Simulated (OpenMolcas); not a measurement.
Cu4+, Ag4+, Au4+: d⁷ down the group

```json
{"Program": "OpenMolcas", "Method": "MS-CASPT2, IPEA 0.25 Eh, imaginary shift 0.1 Eh", "Basis": "ANO-RCC-VTZP", "Scalar Hamiltonian": "DKH2, point nucleus", "Spin-orbit coupling": "RASSI with atomic mean-field integrals over the reference wave functions, term energies averaged over their components"}
```

Active space for each ion: 7 electrons in 5 orbitals (d); closed shells correlated by CASPT2: Cu4+ 3s 3p; Ag4+ 4s 4p; Au4+ 5s 5p.

Computed levels in cm-1 above ⁴F_9/2:

```csv
Level,Cu4+,Ag4+,Au4+
⁴F_7/2,1554,3500,12230
⁴F_3/2,3410,6860,19710
⁴P_5/2,20900,15520,20680
⁴P_1/2,22040,17640,24510
²G_9/2,22570,17610,22220
²G_7/2,24050,20980,30440
²P_1/2,28180,24960,40590
²H_11/2,30940,23800,29360
²D_5/2(1),31170,25080,35620
weight of ⁴F in the lowest level (%),100,97,82
```

Mixed levels, with the weight of the term that names them: Au4+ ⁴F_3/2 (51 %), Au4+ ⁴P_5/2 (72 %), Au4+ ⁴P_1/2 (66 %), Au4+ ²G_9/2 (55 %), Au4+ ²P_1/2 (66 %), Au4+ ²D_5/2(1) (67 %).

Measured, with the error of the calculation in %. Measured levels: Cu4+ from Sugar and Musgrove, J. Phys. Chem. Ref. Data 19, 527 (1990); Ag4+ from the list in Gamrath, thesis, University of Mons (2023).

```csv
Level,Cu4+,Ag4+
⁴F_7/2,1616 (-3.8),3690 (-5.2)
⁴F_3/2,3528 (-3.3),7097 (-3.3)
⁴P_5/2,20827 (+0.3),14899 (+4.1)
⁴P_1/2,21935 (+0.5),17067 (+3.3)
²G_9/2,22575 (0),16875 (+4.4)
²G_7/2,24100 (-0.2),20442 (+2.6)
²P_1/2,28367 (-0.7),24599 (+1.5)
²H_11/2,30402 (+1.8),22532 (+5.6)
²D_5/2(1),30966 (+0.6),24361 (+3.0)
```

The fine-structure level ⁴F_3/2 changes by a factor of 5.78 from Cu4+ to Au4+.

Without spin-orbit coupling ⁴P lies 19890, 13290, 11340 cm-1 above ⁴F in that order; the difference to the level ⁴P_5/2, of either sign, comes from spin-orbit coupling, which also lowers the zero.

CASPT2 breaks the degeneracy within a term, and the mean is taken; among the terms shown or strongly mixed into the levels shown the widest spread is 960 cm-1 (5d⁷ ⁴F, Au4+). Terms from blocks run as CI alone lack orbitals of their own. The CASPT2 spread within a term exceeds the gap to the next term for 3d⁷ ²H and 3d⁷ ²D(1), so the order of their levels is uncertain (holds for Cu4+). Computed and measured levels are paired by configuration, term and J; levels that our copy of the source lacks, or whose pairing is in doubt (as where it misses far off the trend of its configuration), stay unpaired and out of the deviations. Only configurations of the active space appear.

A number in round brackets counts repeated terms of one configuration in the order of the reference energies.
